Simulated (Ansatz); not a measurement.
Ideal-gas functions of Br2FGa (`[F][Ga]([Br])[Br]`) at 500 K and 1 bar, from an Ansatz frequency run at PBE0-D4/def2-TZVP.

Molar mass 248.53 g/mol, point group C2v (symmetry number 2), electronic degeneracy 1, moments of inertia 160.42, 632.52, 792.94 u Å². Harmonic wavenumbers (cm⁻¹, unscaled): 84, 141, 154, 271, 368, 705.

Use S(trans) = R[1.5 ln M + 2.5 ln T − 1.1517]; rotational temperatures θ = 24.2544 K / I; S(rot) = R[ln(√π/σ · √(T³/θAθBθC)) + 1.5]; for each mode x = 1.438777 ν̃/T, S = R[x/(eˣ − 1) − ln(1 − e⁻ˣ)] and H = RT x/(eˣ − 1); 1 cm⁻¹ = 0.0119627 kJ/mol; R = 8.31446 J/(mol·K).

By hand: the entropy, in J/(mol·K).

Translation 188.4. Rotation: θ = 0.1512, 0.0383, 0.0306 K, giving 124.9. Vibration, mode by mode: 20.14, 15.87, 15.15, 10.59, 8.22, 3.73, in all 73.7. Electronic 0.0. Sum 387.0 J/(mol·K).

By hand: H − E and G − E in kJ/mol, counted from the electronic energy.

Zero-point energy ½ × 1723 × 0.0119627 = 10.3; thermal vibration 16.7; translation, rotation and pV give 4 RT = 16.6. H − E = 43.6 kJ/mol, and G − E = 43.6 − 500 × 387.0/1000 = -149.9 kJ/mol.

Vibration gives 19 % of the entropy, 36.0 J/(mol·K) of it from the modes under 150 cm⁻¹: soft modes count most, and the harmonic formula is weakest for them.
